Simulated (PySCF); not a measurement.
Dipole response of Cu (copper, neutral)

[Ar] 3d9 4s1 4p1, one real determinant (an excited configuration). Computed with PySCF 2.14 in aug-cc-pVQZ-PP with ECP10MDF (7s7p6d4f3g2h, 135 functions), with scalar relativity through the core potential. Coupled (time-dependent) response in atomic units; α is the mean over directions.

| method | mean α (bohr³) | α xx, yy, zz | C₆ (like pair) | S(−4) |
| --- | --- | --- | --- | --- |
| UHF | 69.10 | 58.48, 58.48, 90.35 | 601.7 | 3130 |
| PBE | 77.68 | 56.80, 56.80, 119.5 | 668.5 | 5395 |

S(−4) is the Cauchy moment in α(ω) = α(0) + S(−4) ω² + …

α(iu) at PBE:

```json
{"u (hartree)": "0", "α(iu) (bohr³)": "77.68"}
{"u (hartree)": "0.0500", "α(iu) (bohr³)": "67.03"}
{"u (hartree)": "0.100", "α(iu) (bohr³)": "50.19"}
{"u (hartree)": "0.200", "α(iu) (bohr³)": "28.17"}
{"u (hartree)": "0.300", "α(iu) (bohr³)": "17.63"}
{"u (hartree)": "0.500", "α(iu) (bohr³)": "9.046"}
{"u (hartree)": "0.750", "α(iu) (bohr³)": "5.258"}
{"u (hartree)": "1.00", "α(iu) (bohr³)": "3.601"}
{"u (hartree)": "1.50", "α(iu) (bohr³)": "2.129"}
{"u (hartree)": "2.00", "α(iu) (bohr³)": "1.465"}
{"u (hartree)": "3.00", "α(iu) (bohr³)": "0.8547"}
{"u (hartree)": "5.00", "α(iu) (bohr³)": "0.4148"}
```

A single London oscillator, α(iu) = α/(1 + u²/ω²), gives C₆ = (3/4) ω α². Matching the computed C₆ needs ω = 4 × 668.5 / (3 × 77.68²) = 0.148 hartree.

The components differ because the open shell of this determinant is not spherical; for a pure term their mean is the scalar polarisability.

⟨L²⟩ = 8.06 against 12 for a pure F term, so this real determinant mixes terms. Energies and moments cover only the electrons outside the core potential.
